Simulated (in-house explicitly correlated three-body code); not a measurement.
Computed with an exponentially correlated three-body code. Model: two electrons around a point charge, non-relativistic, variational in 260 exponentially correlated functions (energies converged to about 1e-7 hartree, or 1e-8 relative for large Z).

For two electrons in a singlet the Kohn-Sham orbital is the square root of half the density, so the exact Kohn-Sham potential and energy parts follow from the density alone, and exchange is minus half the Hartree energy. The Kohn-Sham level equals minus the binding energy of the second electron.

Command:
```bash
python run_hyl.py task.json out
```
Settings (lengths in bohr, energies in hartree):
```
Z                      1.115
interaction_strength   1
functions              260
states_tried           13
```

Time taken, with all properties: 39 s on 1 thread of Arm Neoverse V1, with other jobs on the host.

**Converged states only, values per electron or pair.**

Given: nuclear charge 1.115.

| term | mean r (bohr) | mean r squared (bohr²) | mean inverse r (1/bohr) | mean r12 (bohr) | mean inverse r12 (1/bohr) | mean cosine | mean p1 dot p2 (bohr⁻²) | delta r1 (bohr⁻³) | delta r12 (bohr⁻³) |
| --- | --- | --- | --- | --- | --- | --- | --- | --- | --- |
| 1 1S | 2.1547 | 7.0041 | 0.80192 | 3.4453 | 0.39099 | -0.10244 | 0.047627 | 0.2418 | 0.0057508 |
| 2 3S | 10.848 | 259.01 | 0.58982 | 20.417 | 0.063517 | -0.0072145 | 0.00024842 | 0.22094 | - |
| 2 3P | 22.171 | 1112.6 | 0.57208 | 43.023 | 0.029186 | -0.0016624 | -3.4639e-05 | 0.22061 | - |

**Electric-dipole lines between converged S and P states, rate of the upper state's decay.**

| s state | p state | p minus s (eV) | oscillator strength from s | rate (1/s) |
| --- | --- | --- | --- | --- |
| 2 3S | 2 3P | 0.070962 | 0.764 | 55647 |

**Functionals on the exact density and self-consistent, errors are functional minus exact, hybrids only self-consistent, a dash where a self-consistent run leaves the top level unbound.**

| result | exchange error (millihartree) | correlation error (millihartree) | functional driven error (millihartree) | self consistent total error (millihartree) | top level plus exact binding (eV) |
| --- | --- | --- | --- | --- | --- |
| r2SCAN0 | - | - | - | 2.2443 | 1.9847 |
| TPSS | -8.7299 | 5.5888 | -3.1411 | - | - |
| r2SCAN | -8.6054 | 8.7987 | 0.19332 | - | - |
| OLYP | -9.3026 | 7.5012 | -1.8014 | - | - |
| PW91 | -6.6562 | 5.3107 | -1.3454 | - | - |
| LDA PW92 | 58.079 | -38.458 | 19.622 | - | - |
| AM05 | 42.464 | -27.87 | 14.594 | - | - |
| M06-L | -8.2877 | 8.8566 | 0.56897 | - | - |
| PBEsol | ? | ? | ? | - | - |
| BP86 | -9.9945 | 0.14551 | -9.8489 | - | - |
| PBE | -5.2482 | 7.1345 | 1.8863 | - | - |
| wB97X | - | - | - | -2.8538 | -0.26557 |
| SCAN | -8.6054 | 8.7987 | 0.19332 | - | - |
| LDA VWN5 | 58.079 | -38.492 | 19.588 | - | - |
| BLYP | -9.9945 | 7.5012 | -2.4933 | - | - |
| RPBE | ? | ? | ? | - | - |
| revTPSS | -7.7638 | 1.913 | -5.8507 | - | - |

Question: What belongs in the row PBEsol?

Answer: exchange error (millihartree): 17.374; correlation error (millihartree): -0.97653; functional driven error (millihartree): 16.398.

Question: What belongs in the row RPBE?

Answer: exchange error (millihartree): -13.855; correlation error (millihartree): 7.1345; functional driven error (millihartree): -6.7209.

**Density and exact potentials over r, pair density (one pair, times 4 pi r12^2) and exact minus Kohn-Sham pair density over r12.**

```csv
radius (bohr),radial density (electrons/bohr),exchange potential (hartree),intracule density (1/bohr),Coulomb hole against Kohn-Sham (1/bohr),correlation potential (hartree)
0.207,0.16504,-0.78457,0.0036574,-0.007289,-0.062
0.247,0.21547,-0.77823,0.0053315,-0.01008,-0.057
0.294,0.27587,-0.76994,0.0077406,-0.01377,-0.052
0.35,0.34684,-0.7591,0.011246,-0.0186,-0.045
0.417,0.42718,-0.74506,0.016353,-0.0248,-0.037
0.497,0.51321,-0.7272,0.023728,-0.03245,-0.027
0.593,0.5993,-0.70479,0.034317,-0.04144,-0.015
0.706,0.67559,-0.67781,0.048956,-0.05101,-0.002
0.841,0.73367,-0.64561,0.06896,-0.06005,0.012
1,0.76362,-0.60871,0.094933,-0.06649,0.025
1.19,0.75929,-0.56701,0.12744,-0.0678,0.036
1.42,0.71747,-0.52072,0.16577,-0.0611,0.044
1.7,0.6404,-0.47079,0.20635,-0.04443,0.046
2.02,?,?,?,?,?
2.41,0.43323,-0.37201,0.26031,0.006681,0.036
2.87,0.32551,-0.32462,0.25779,0.02847,0.026
3.42,0.22824,-0.28012,0.22913,0.03828,0.016
4.07,0.14847,-0.23984,0.17961,0.03448,0.008
4.86,0.087078,-0.20327,0.12052,0.02188,0.003
5.79,0.045882,-0.17176,0.068613,0.009003,0.001
6.89,0.021199,-0.14482,0.032579,0.001205,0
8.21,?,?,?,?,?
9.79,0.0026289,-0.10212,0.0038703,-0.001132,0
```

Question: What belongs in the row 2.02?

Answer: radial density (electrons/bohr): 0.5434; exchange potential (hartree): -0.42178; intracule density (1/bohr): 0.24006; Coulomb hole against Kohn-Sham (1/bohr): -0.02053; correlation potential (hartree): 0.043.

Question: What belongs in the row 8.21?

Answer: radial density (electrons/bohr): 0.0082609; exchange potential (hartree): -0.12171; intracule density (1/bohr): 0.01256; Coulomb hole against Kohn-Sham (1/bohr): -0.001323; correlation potential (hartree): 0.
